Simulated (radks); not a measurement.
Values are calculated unless marked as measured or tabulated.
All-electron atom: Ru8+ in [Kr] (the NIST ground configuration). Level of theory: Dirac Kohn-Sham, exchange-only PBE, spin-unpolarised, spherical densities, finite nucleus; Fermi nuclear charge, rms radius 4.4809 fm (a radial shooting solver on a logarithmic mesh with Libxc functionals).

Normalised radial functions P(r) = r R(r) (large component), r in bohr:

| r | 3p3/2 |
|---|---|
| 0.003556 | 0.0122 |
| 0.004593 | 0.0198 |
| 0.005934 | 0.0319 |
| 0.007604 | 0.0502 |
| 0.009822 | 0.0792 |
| 0.01269 | 0.1233 |
| 0.01626 | 0.1858 |
| 0.021 | 0.2772 |
| 0.02713 | 0.4006 |
| 0.03477 | 0.5502 |
| 0.04491 | 0.7229 |
| 0.05801 | 0.8803 |
| 0.07434 | 0.9599 |
| 0.09603 | 0.8830 |
| 0.124 | 0.5638 |
| 0.159 | 0.0037 |
| 0.2053 | -0.7333 |
| 0.2631 | -1.3802 |
| 0.3399 | -1.7116 |
| 0.4391 | -1.5733 |
| 0.5626 | -1.1099 |
| 0.7268 | -0.5751 |
| 0.9388 | -0.2102 |
| 1.203 | -0.0527 |
| 1.554 | -0.0075 |
| 2.007 | -0.0005 |
| 2.572 | 0.0000 |
| 3.323 | 0.0000 |

3p3/2: eigenvalue -573.55 eV, 1 radial node at r = 0.159 bohr, <r> = 0.405 bohr, 90 % of the charge inside 0.611 bohr.
